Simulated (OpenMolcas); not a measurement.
An OpenMolcas run meant for Tl+ (ANO-R1, X2C; inactive shells 1s 2s 2p 3s 3p 3d 4s 4p 4d 4f 5s 5p 5d; intended active space 2 electrons in 4 orbitals (6s 6p)). One step of its input:

```
&RASSCF
FileOrb=start.orb
Symmetry=2
Spin=1
nActEl=2 0 0
Inactive=20 19
Ras2=1 3
CIRoot=7 7 1
SDav=7
CIMx=300
Iter=64 100
PrWF=0.3
OrbListing=Nothing
MaxOrb=0
Atom
CIOnly
>>> COPY $Project.JobIph JOB002
```

Lines from the output:

```
...
      Number of secondary orbitals              16
      Spin quantum number                      0.0
      State symmetry                             2
Orbital specifications:
      -----------------------

      Symmetry species                           1   2
                                                ag  au
      Frozen orbitals                            0   0
      Inactive orbitals                         20  19
      Active orbitals                            1   3
      RAS1 orbitals                              0   0
      RAS2 orbitals                              1   3
      RAS3 orbitals                              0   0
      Secondary orbitals                         6  10
      Deleted orbitals                           0   0
      Number of basis functions                 27  32
      Number of CSFs                             3
      Number of root(s) required                 7
 ************ ERROR ***********
  You can't ask for more roots
  than there are configurations
 ******************************
--- Stop Module: rasscf at  /rc=_RC_INPUT_ERROR_ ---
.####################.
.# User input error #.
.####################.
```

Problem. What is wrong with the input?

Solution. The state symmetry names the wrong parity for these configurations.
